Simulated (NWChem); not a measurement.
Program: NWChem. System: BeO, charge 0, spin multiplicity 1, at a geometry optimised with PBE/def2-SVP. The structure started from a generated list of species. Level: RHF/def2-TZVP.

Part of the output:

```
             Northwest Computational Chemistry Package (NWChem) 7.3.0
             --------------------------------------------------------

                                NWChem Input Module
                                -------------------

 Scaling coordinates for geometry "geometry" by  1.889725989
 (inverse scale =  0.529177249)

 Turning off AUTOSYM since
 SYMMETRY directive was detected!

                             Geometry "geometry" -> ""
                             -------------------------

 Output coordinates in angstroms (scale by  1.889725989 to convert to a.u.)

  No.       Tag          Charge          X              Y              Z
 ---- ---------------- ---------- -------------- -------------- --------------
    1 Be                   4.0000     0.00000000     0.00000000     0.90625300
    2 O                    8.0000     0.00000000     0.00000000    -0.45312600

 Effective nuclear repulsion energy (a.u.)      12.4569174366

            Nuclear Dipole moment (a.u.)
            ----------------------------
        X                 Y               Z
 ---------------- ---------------- ----------------
     0.0000000000     0.0000000000     0.0000075589

      Symmetry information
      --------------------

 Group name             C2v
 Group number             16
 Group order               4
 No. of unique centers     2

      Symmetry unique atoms

     1    2


 Summary of "ao basis" -> "" (spherical)
 ------------------------------------------------------------------------------
       Tag                 Description            Shells   Functions and Types
 ---------------- ------------------------------  ------  ---------------------
 *                         def2-tzvp                  on all atoms

 Summary of "ao basis" -> "ao basis" (spherical)
 ------------------------------------------------------------------------------
       Tag                 Description            Shells   Functions and Types
 ---------------- ------------------------------  ------  ---------------------
 Be                        def2-tzvp                 9       19   5s3p1d
 O                         def2-tzvp                11       31   5s3p2d1f

                                 NWChem SCF Module
                                 -----------------

  ao basis        = "ao basis"
  functions       =    50
  atoms           =     2
  closed shells   =     6
  open shells     =     0
  charge          =   0.00
[...]
   13    0.3336
   14    0.4095
   15    0.4833
   16    0.4833

                       ROHF Final Molecular Orbital Analysis
                       -------------------------------------

 Vector    4  Occ=2.000000D+00  E=-4.572373D-01  Symmetry=a1
              MO Center= -3.8D-32, -1.7D-33, -4.3D-01, r^2= 7.8D-01
   Bfn.  Coefficient  Atom+Function         Bfn.  Coefficient  Atom+Function
  ----- ------------  ---------------      ----- ------------  ---------------
    27      0.419929  2 O  pz                30      0.376098  2 O  pz
    24     -0.360721  2 O  s                  3      0.284461  1 Be s
     8      0.259828  1 Be pz                 4      0.188933  1 Be s

 Vector    5  Occ=2.000000D+00  E=-3.825594D-01  Symmetry=b1
              MO Center=  8.0D-17,  1.6D-31, -2.3D-01, r^2= 1.0D+00
   Bfn.  Coefficient  Atom+Function         Bfn.  Coefficient  Atom+Function
  ----- ------------  ---------------      ----- ------------  ---------------
    25      0.399265  2 O  px                28      0.368502  2 O  px
     6     -0.247270  1 Be px                31      0.241391  2 O  px

 Vector    6  Occ=2.000000D+00  E=-3.825594D-01  Symmetry=b2
              MO Center= -2.3D-31,  3.8D-17, -2.3D-01, r^2= 1.0D+00
   Bfn.  Coefficient  Atom+Function         Bfn.  Coefficient  Atom+Function
  ----- ------------  ---------------      ----- ------------  ---------------
    26      0.399265  2 O  py                29      0.368502  2 O  py
     7     -0.247270  1 Be py                32      0.241391  2 O  py

 Vector    7  Occ=0.000000D+00  E=-6.338964D-02  Symmetry=a1
              MO Center=  2.8D-16, -2.4D-16,  1.9D+00, r^2= 3.2D+00
   Bfn.  Coefficient  Atom+Function         Bfn.  Coefficient  Atom+Function
  ----- ------------  ---------------      ----- ------------  ---------------
     5      0.510147  1 Be s                 14      0.379484  1 Be pz
     8     -0.303369  1 Be pz                 4      0.173102  1 Be s
     3      0.160762  1 Be s

 Vector    8  Occ=0.000000D+00  E= 8.993058D-02  Symmetry=a1
              MO Center= -1.0D-15, -1.1D-15,  1.4D+00, r^2= 1.1D+01
   Bfn.  Coefficient  Atom+Function         Bfn.  Coefficient  Atom+Function
  ----- ------------  ---------------      ----- ------------  ---------------
     4      2.601377  1 Be s                  5     -2.312420  1 Be s
    24     -0.555104  2 O  s                 33     -0.279281  2 O  pz
    14     -0.205815  1 Be pz                17      0.168507  1 Be d  0

 Vector    9  Occ=0.000000D+00  E= 9.909724D-02  Symmetry=b1
              MO Center= -8.0D-16, -6.0D-31,  1.1D+00, r^2= 5.1D+00
   Bfn.  Coefficient  Atom+Function         Bfn.  Coefficient  Atom+Function
  ----- ------------  ---------------      ----- ------------  ---------------
    12      0.958309  1 Be px                31     -0.344076  2 O  px
    25     -0.172645  2 O  px                 6     -0.166464  1 Be px

 center of mass
 --------------
 x =   0.00000000 y =   0.00000000 z =   0.06949239

 moments of inertia (a.u.)
 ------------------
          38.038841837114           0.000000000000           0.000000000000
           0.000000000000          38.038841837114           0.000000000000
           0.000000000000           0.000000000000           0.000000000000

  Mulliken analysis of the total density
  --------------------------------------

    Atom       Charge   Shell Charges
 -----------   ------   -------------------------------------------------------
    1 Be   4     3.48   1.02  0.97  0.31  0.13 -0.02  0.80  0.01  0.17  0.09
    2 O    8     8.52   0.79  1.18  0.57  0.99  0.23  1.77  2.00  0.96  0.00  0.02  0.00

       Multipole analysis of the density wrt the origin
       ------------------------------------------------

     L   x y z        total         open         nuclear
     -   - - -        -----         ----         -------
     0   0 0 0     -0.000000      0.000000     12.000000

     1   1 0 0     -0.000000      0.000000      0.000000
     1   0 1 0     -0.000000      0.000000      0.000000
     1   0 0 1      2.921024      0.000000      0.000008

     2   2 0 0     -7.635090      0.000000      0.000000
     2   1 1 0     -0.000000      0.000000      0.000000
     2   1 0 1      0.000000      0.000000      0.000000
     2   0 2 0     -7.635090      0.000000      0.000000
     2   0 1 1     -0.000000      0.000000      0.000000
     2   0 0 2     -1.896393      0.000000     17.597360

 Task  times  cpu:        0.3s     wall:        0.3s

 Total times  cpu:        0.4s     wall:        0.4s
```

Question: Write an NWChem input that would produce this output.

Answer: Several could match; the one computed here: 
```
start mol
memory heap 200 mb stack 900 mb global 1100 mb
geometry units angstroms nocenter noautoz
  Be     0.000000     0.000000     0.906253
  O      0.000000     0.000000    -0.453126
  symmetry group C2v
end
basis spherical
  * library def2-tzvp
end
scf
  rhf
  nopen 0
  maxiter 100
  thresh 1e-7
  semidirect memsize 60000000 filesize 0
end
task scf energy
```
